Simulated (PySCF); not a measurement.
C3H6OS, SMILES C[C@@H]1OCS1. Atoms are numbered in the order given.

```xyz
11

C     -1.9300     0.3692     0.1314
C     -0.6847    -0.3800    -0.2462
O     -0.0193    -0.9409     0.8704
C      1.2592    -0.3877     0.6827
S      0.7693     0.6481    -0.7512
H     -2.3872     0.8295    -0.7576
H     -1.6962     1.1555     0.8626
H     -2.6592    -0.3284     0.5737
H     -0.8998    -1.1515    -1.0091
H      1.6024     0.1908     1.5574
H      2.0182    -1.1474     0.4224
```
Charge 0, spin multiplicity 1.

The structure is a stationary point at PBE0-D3(BJ)/def2-SVP. The structure was generated by enumeration; whether it is a known compound was not checked.

Two levels are set side by side: PBE/pcSseg-1 (PySCF) and PBE0/pcSseg-1 (PySCF). GIAO shifts against H2O (¹⁷O), H2S (³³S), TMS (¹H), TMS (¹³C) at the same level; non-relativistic, no solvent, atoms listed together averaged. Differences are taken from unrounded values.

```tsv
quantity	PBE
δ(¹³C) of C1 (ppm)	32.8
δ(¹³C) of C2 (ppm)	92.1
δ(¹⁷O) of O3 (ppm)	85.0
δ(¹³C) of C4 (ppm)	76.1
δ(³³S) of S5 (ppm)	337.0
δ(¹H) of H9 (ppm)	6.48
```

Task: These are the PBE values. What does PBE0 give? (The exact figures need the calculation; the answer reports its results.)

Result: 
| quantity | PBE0 | PBE minus PBE0 |
|---|---|---|
| δ(¹³C) of C1 (ppm) | 32.0 | 0.8 |
| δ(¹³C) of C2 (ppm) | 88.5 | 3.6 |
| δ(¹⁷O) of O3 (ppm) | 71.6 | 13.4 |
| δ(¹³C) of C4 (ppm) | 73.3 | 2.7 |
| δ(³³S) of S5 (ppm) | 315.8 | 21.2 |
| δ(¹H) of H9 (ppm) | 6.20 | 0.28 |

Rough cost on one machine, each run with all the roots and properties that it gave: PBE0 against PBE within a factor of 2.
